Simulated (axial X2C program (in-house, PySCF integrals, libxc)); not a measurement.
# Low determinants of CrB at the PBE0 level, scalar-relativistic

Computed with an in-house all-electron X2C program for linear molecules (integrals from PySCF). Spin-free means the one-electron spin-free X2C Hamiltonian. Basis: Cr dyall-cv3z [9s10p6d3f2g], B dyall-v3z [7s6p2d1f] (cores contracted in-house); Gaussian nuclei, density fitting, unrestricted open shells. Masses: Cr 51.941 u, B 11.009 u.

Search at 2.170 Å (vertical energies from the lowest determinant):

```csv
ΔE (eV),state,electrons beyond evenly filled partner blocks,"electrons in σ, π, δ, φ"
0.00,"M_S = 5/2, Λ = 0","σα, π+α, π-α, δ+α, δ-α",17 10 2 0
0.09,"M_S = 7/2, Λ = 1","2 × σα, 2 × π+α, π-α, δ+α, δ-α",16 11 2 0
0.10,"M_S = 5/2, Λ = 1","2 × σα, π+α, π+β, π-α, δ+α, δ-α",16 11 2 0
0.57,"M_S = 3/2, Λ = 1","π+α, π+β, π-α, δ+α, δ-α",16 11 2 0
0.87,"M_S = 7/2, Λ = 0","3 × σα, π+α, π-α, δ+α, δ-α",17 10 2 0
1.08,"M_S = 5/2, Λ = 1","2 × π+α, π-α, δ+α, δ-α",16 11 2 0
1.48,"M_S = 3/2, Λ = 0","σβ, π+α, π-α, δ+α, δ-α",17 10 2 0
```

Lowest determinant, M_S = 5/2, Λ = 0 (beyond evenly filled blocks: σα, π+α, π-α, δ+α, δ-α): Re = 2.165 Å, ωe = 423.3 cm⁻¹.

The determinant in row 2 of the search, M_S = 7/2, Λ = 1 (beyond evenly filled blocks: 2 × σα, 2 × π+α, π-α, δ+α, δ-α), was followed along the bond at PBE0; measured from the minimum of the lowest determinant it gives:

Te = 0.089 eV (715 cm⁻¹), Re = 2.137 Å, ωe = 464.9 cm⁻¹.

Problem. Compare the bond of the determinant in row 2 with that of the lowest one.

Solution. At PBE0 its Re is 0.028 Å shorter and its force constant, which goes as ωe², is 1.21 times that of the lowest determinant. T0 ≈ Te + Δωe/2 = 715 + (21) = 736 cm⁻¹.

The search compares states at one distance, so a state with another bond length can lie lower; it is not exhaustive and yields mostly the lowest determinant of each block pattern, so other components and higher states of one pattern are missing. These are energies of single determinants, not of spin-adapted states; PBE0 term energies can be off by some tenths of an eV, and the functional has no current term. The lowest determinant need not be the ground state where others lie within half an eV. Row 1 is spin-contaminated (⟨S²⟩ = 9.06 against 8.75), so its values are not those of a pure state.
